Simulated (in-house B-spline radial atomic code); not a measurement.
**Neutral oxygen: [He] 2s2 2p4**

Level of theory: non-relativistic Hartree-Fock, spin-polarised, averaged over the determinants with the given up and down occupations, point nucleus; calculated with an all-electron radial atomic-structure program (B-spline basis).

Effective charges: Z_r = [3n² - l(l+1)]/(2<r>) from the radius, Z_e = n√(-2ε) from the energy, and Slater's rules. Values are occupation-weighted means over spin.

```json
{"shell": "1s", "electrons": "2", "ε (eV)": "-562.43", "<r> (bohr)": "0.1986", "Z_r": "7.55", "Z_e": "6.43", "Slater": "7.70"}
{"shell": "2s", "electrons": "2", "ε (eV)": "-33.893", "<r> (bohr)": "1.145", "Z_r": "5.24", "Z_e": "3.16", "Slater": "4.55"}
{"shell": "2p", "electrons": "4", "ε (eV)": "-17.314", "<r> (bohr)": "1.233", "Z_r": "4.06", "Z_e": "2.26", "Slater": "4.55"}
```

The least bound orbital is 2p down at -13.86 eV, and it is also the most diffuse (<r> = 1.322 bohr).
